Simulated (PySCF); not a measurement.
## Where the electron goes

C5H5F3O2.
Cartesian coordinates in Å at the GFN2-xTB level; atoms count from 1:
```
atom  x, y, z in Å
C1     0.1382   -1.3701    1.2282
C2     0.2205   -0.4104    0.3167
O3    -0.8332    0.4049   -0.1215
C4    -2.0415    0.2459    0.3892
F5    -2.8613    1.1239   -0.1777
F6    -2.5692   -0.9706    0.1808
F7    -2.1080    0.4499    1.7143
C8     1.5174   -0.0884   -0.3689
C9     1.4541    1.0177   -1.3740
O10    2.5158   -0.7054   -0.0971
H11   -0.7557   -1.6502    1.7557
H12    1.0410   -1.9091    1.4577
H13    1.1090    1.9298   -0.8915
H14    0.7333    0.7652   -2.1490
H15    2.4353    1.1749   -1.8128
```

Computed, not measured: PySCF 2.14.0, density-fitted response routines, TDDFT PBE0/def2-SVPD, vertical, gas phase, core orbitals frozen in the response.

Kohn–Sham orbitals with the atoms that hold most of them (Löwdin shares over 4%, at most four atoms; ? is withheld):

| orbital | ε (eV) | atoms |
| --- | --- | --- |
| HOMO-3 | -11.31 | C9 27%, H15 16%, C1 12%, O10 7% |
| HOMO-2 | -10.93 | O10 39%, C9 18%, C8 18%, H14 8% |
| HOMO-1 | -8.31 | C1 34%, C2 28%, O3 16%, O10 10% |
| HOMO | -8.06 | ? |
| LUMO | ? | ? |
| LUMO+1 | 0.48 | C9 16%, C8 10%, C2 10%, C4 10% |
| LUMO+2 | 1.14 | C2 20%, C8 19%, C1 14%, O10 13% |

Which atoms hold the LUMO, and with what shares?

C8 (bonded to 2 C and O) 23%; C1 (bonded to C and 2 H) 23%; O10 (bonded to C) 21%; C2 (bonded to 2 C and O) 16%. By element: carbon 61% or more, oxygen 21% or more.

Which atoms hold the HOMO, and with what shares?

O10 (bonded to C) 63%; C8 (bonded to 2 C and O) 12%; C9 (bonded to C and 3 H) 11%; C2 (bonded to 2 C and O) 8%. By element: oxygen 63% or more, carbon 30% or more.

What is the LUMO energy, and the HOMO–LUMO gap?

ε(LUMO) = -2.14 eV; the gap is 5.92 eV (0.2177 hartree).

How does S1 compare with the orbital gap of 5.92 eV?

S1 is at 3.91 eV (f = 0.0001), 2.02 eV below the gap, made of HOMO→LUMO (97%). Without the coupling terms of the response equations the lowest excitation would equal the gap.

Give energy, strength and leading configuration of S1, S2, S4 and S6, and follow the Löwdin shares of the leading atoms from the occupied to the empty orbital.

- S1 (3.91 eV, f 0.0001), HOMO→LUMO (97%): O10 63% → 21%, C8 12% → 23%, C1 at most 7% → 23%
- S2 (5.59 eV, f 0.155), HOMO-1→LUMO (97%): C1 34% → 23%, C2 28% → 16%, C8 at most 10% → 23%
- S4 (7.44 eV, f 0.013), HOMO→LUMO+1 (92%): O10 63% → at most 10%, C8 12% → 10%, C9 11% → 16%
- S6 (7.67 eV, f 0.013), HOMO-1→LUMO+1 (96%): C1 34% → at most 10%, C2 28% → 10%, C9 at most 10% → 16%, C8 at most 10% → 10%

One conformer stands for the species.
